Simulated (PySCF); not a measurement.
C3H11NOSi, SMILES C(O[SiH2]N)(C)C.

Geometry optimised at PBE-D3(BJ)/def2-SVP. The structure was generated by enumeration, and PubChem lists no compound with its InChIKey, so it may never have been made. One conformer was computed; it need not be the lowest.

Computed with PBE-D3(BJ)/def2-SVP in PySCF.

Frequencies are harmonic and unscaled.

| mode | ν (cm⁻¹) | IR (km/mol) | moving atoms (share of kinetic energy) |
|---|---|---|---|
| 1 | 45 | 1.5 | C 33 %, H 32 %, N 23 % |
| 2 | 85 | 0.4 | N 30 %, H 25 %, C 25 %, O 18 % |
| 3 | 162 | 0.8 | H 40 %, O 28 %, C 16 %, Si 11 % |
| 4 | 230 | 0.2 | H 97 % |
| 5 | 243 | 5.9 | H 37 %, N 22 %, C 19 %, Si 15 % |
| 6 | 273 | 0.6 | H 89 % |
| 7 | 292 | 51.9 | H 85 % |
| 8 | 333 | 7.1 | H 46 %, C 36 %, O 9 % |
| 9 | 366 | 198.3 | H 68 %, N 22 % |
| 10 | 438 | 25.7 | O 32 %, C 27 %, H 26 %, Si 10 % |
| 11 | 454 | 3.1 | C 44 %, H 37 %, O 15 % |
| 12 | 539 | 27.1 | H 81 %, Si 13 % |
| 13 | 700 | 13.0 | H 31 %, O 28 %, C 22 %, Si 13 % |
| 14 | 780 | 25.0 | H 84 % |
| 15 | 821 | 13.5 | N 39 %, H 33 %, Si 16 %, C 9 % |
| 16 | 868 | 18.0 | H 59 %, C 30 % |
| 17 | 871 | 43.5 | H 62 %, N 14 %, C 13 %, Si 9 % |
| 18 | 880 | 148.5 | H 87 %, Si 9 % |
| 19 | 893 | 10.1 | H 83 %, C 16 % |
| 20 | 907 | 157.1 | H 73 %, Si 14 %, C 10 % |
| 21 | 913 | 116.6 | H 62 %, C 23 %, Si 9 % |
| 22 | 1014 | 132.0 | O 47 %, H 32 %, C 16 % |
| 23 | 1118 | 105.7 | C 48 %, H 36 %, O 16 % |
| 24 | 1124 | 10.7 | C 51 %, H 48 % |
| 25 | 1153 | 49.7 | C 52 %, H 44 % |
| 26 | 1301 | 2.7 | H 78 %, C 22 % |
| 27 | 1323 | 12.2 | H 83 %, C 16 % |
| 28 | 1338 | 27.7 | H 65 %, C 35 % |
| 29 | 1348 | 34.2 | H 74 %, C 26 % |
| 30 | 1400 | 0.9 | H 94 % |
| 31 | 1409 | 0.1 | H 95 % |
| 32 | 1412 | 6.3 | H 95 % |
| 33 | 1433 | 3.5 | H 95 % |
| 34 | 1490 | 33.2 | H 89 %, N 11 % |
| 35 | 2153 | 117.0 | H 97 % |
| 36 | 2215 | 120.7 | H 97 % |
| 37 | 2878 | 41.6 | H 92 % |
| 38 | 2969 | 17.7 | H 97 % |
| 39 | 2975 | 14.9 | H 97 % |
| 40 | 3064 | 2.4 | H 91 %, C 9 % |
| 41 | 3069 | 23.2 | H 91 %, C 9 % |
| 42 | 3070 | 24.9 | H 91 %, C 9 % |
| 43 | 3076 | 17.4 | H 91 %, C 9 % |
| 44 | 3497 | 20.6 | H 96 % |
| 45 | 3595 | 25.3 | H 91 %, N 9 % |
